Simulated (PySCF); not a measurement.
An equivalent PySCF input for Ar+ (argon, charge +1), [Ne] 3s2 3p5, 2P determinant, with scalar relativity by spin-free X2C-1e:

```python
from pyscf import gto, scf, dft, mp, cc
import basis_set_exchange as bse
mol = gto.M(atom="Ar 0 0 0", charge=1, spin=1, symmetry="D2h",
            basis=gto.basis.parse(bse.get_basis("cc-pVTZ-DK", elements=["Ar"], fmt="nwchem", header=False)),
            nucmod="G")
mf = dft.UKS(mol, xc="B88,P86").sfx2c1e()
mf.irrep_nelec = {'Ag': (3, 3), 'B1u': (2, 2), 'B2u': (2, 2), 'B3u': (2, 1)}
mf.kernel()
```

It reaches the same state as the run whose output follows, with an energy that differs only through the grid. The run itself started from symmetry-adapted Hartree-Fock orbitals and held the occupation by maximum overlap, on a logarithmic radial grid, so the iterations belong to that start.

```
SCF conv_tol = 1e-09
number electrons alpha = 9  beta = 8
XC functionals = B88,P86
    A. D. Becke.,  Phys. Rev. A 38, 3098 (1988)
    J. P. Perdew.,  Phys. Rev. B 33, 8822 (1986)
cycle= 1 E= -528.836498155983  delta_E= -0.00859  |g|= 0.0241  |ddm|= 0.227
cycle= 2 E= -528.836648559402  delta_E= -0.00015  |g|= 0.00743  |ddm|= 0.043
cycle= 3 E= -528.836667813995  delta_E= -1.93e-05  |g|= 0.0033  |ddm|= 0.0132
cycle= 4 E= -528.836670756112  delta_E= -2.94e-06  |g|= 0.000129  |ddm|= 0.00312
cycle= 5 E= -528.83667076457  delta_E= -8.46e-09  |g|= 3.47e-06  |ddm|= 0.000155
cycle= 6 E= -528.836670764575  delta_E= -4.32e-12  |g|= 2.12e-07  |ddm|= 4.6e-06
converged SCF energy = -528.836670764575  <S^2> = 0.75229125  2S+1 = 2.0022899
```
